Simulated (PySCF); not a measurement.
**Excitation energy of Ga by level of theory**

Ga [Ar] 3d10 4s2 4p1 (2P) → Ga [Ar] 3d10 4s1 4p1 4d1 (high-spin determinant), as a difference of total energies. Computed with PySCF 2.14 in x2c-QZVPPall with one added diffuse shell each of s, p, d, f type (12s8p6d5f1g, 110 functions), with scalar relativity by spin-free X2C-1e. Correlated levels: valence: [Ar] 3d10 frozen; valence and next inner shell: [Ne] frozen. The calculations carry no spin-orbit coupling.

```csv
method,excitation energy (eV)
UHF,8.983
PBE0,10.168
r2SCAN,10.274
r2SCANh,10.234
LC-wPBE,10.442
MP2 (valence),9.763
SCS-MP2 (valence),10.026
MP2 (valence and next inner shell),10.464
SCS-MP2 (valence and next inner shell),10.600
```

**Question.** Estimate what PBE gives.

**Answer.** 10.345 eV, closest to r2SCAN among the rows shown.

**Question.** Estimate what LDA gives.

**Answer.** 10.728 eV, closest to SCS-MP2 (valence and next inner shell) among the rows shown.

The upper state lies above the first ionisation limit, but in LS coupling its spin forbids autoionisation to the ground ion.

The promoted electron is Rydberg-like, and one or two diffuse shells describe it only roughly, which tends to raise the upper state.

The determinant of the upper state mixes LS terms, which raises its energy above the lowest term, most at the Hartree-Fock and MP2 levels.
